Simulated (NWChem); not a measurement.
HIOSi in NWChem

```xyz
4

Si    -1.1348    -1.2745     0.0000
I      0.2966     0.7680     0.0000
O      0.0547    -2.4388     0.0000
H     -0.2721    -3.3479     0.0000
```
Charge 0, spin multiplicity 1.

The numbers come from NWChem runs, not from measurements. All single points use one geometry, from PBE0/def2-SVP with def2 effective core potentials on I, a minimum by its harmonic frequencies. It is one conformer; others weren't searched.

Symmetry labels belong to the abelian group Cs used in the runs, with the axes of the coordinates shown.

Effective core potentials replace the inner electrons of I; spin-orbit coupling is left out. The structure started from a generated list of species.

Question: List the lowest 4 singlet excitations that CIS/def2-SVPD with def2 effective core potentials on I gives, with oscillator strengths.

Answer: 
```json
[
 {"state": "1", "symmetry": "a\"", "energy (eV)": "4.05", "wavelength (nm)": "306", "f": "0.046"},
 {"state": "2", "symmetry": "a\"", "energy (eV)": "5.46", "wavelength (nm)": "227", "f": "0.001"},
 {"state": "3", "symmetry": "a'", "energy (eV)": "5.71", "wavelength (nm)": "217", "f": "0.016"},
 {"state": "4", "symmetry": "a'", "energy (eV)": "6.36", "wavelength (nm)": "195", "f": "0.524"}
]
```
